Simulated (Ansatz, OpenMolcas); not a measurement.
**CH7FSi2 (SMILES F[SiH2]C[SiH3]): methods side by side**

CH7FSi2: 11 atoms, total charge 0, spin state singlet. SMILES: `F[SiH2]C[SiH3]`. Geometry: relaxed at PBE0-D4/def2-TZVP. This is one conformer, not always the lowest.

Quantity: the vertical ionisation energy (to the doublet cation), in eV. The values are calculated.

| level | kind | program | value (eV) | CPU time (all runs) |
| --- | --- | --- | --- | --- |
| BLYP/6-31G* (spherical functions) | GGA | OpenMolcas | 10.24 | 1.8 min |
| revPBE/6-31G* (spherical functions) | GGA | OpenMolcas | 10.36 | 2.5 min |
| M06-L/6-31G* (spherical functions) | meta-GGA | OpenMolcas | 10.68 | 2.5 min |
| B3LYP/6-31G* (spherical functions) | global hybrid | OpenMolcas | 10.78 | 93 s |
| wB97X/6-31G* (spherical functions) | range-separated hybrid | Ansatz | 11.10 | 2.8 min |
| B2PLYP/6-31G* (spherical functions) | double hybrid | Ansatz | 10.86 | 48 s |
| PBE-QIDH/6-31G* (spherical functions) | double hybrid | Ansatz | 11.14 | 42 s |
| MP2/6-31G* (spherical functions) | perturbation theory | Ansatz | 11.02 | 10 s |

The values span 10.24 to 11.14 eV. CPU times are rough (shared hosts, several kinds of processor): they show what a rung costs within a factor of a few.
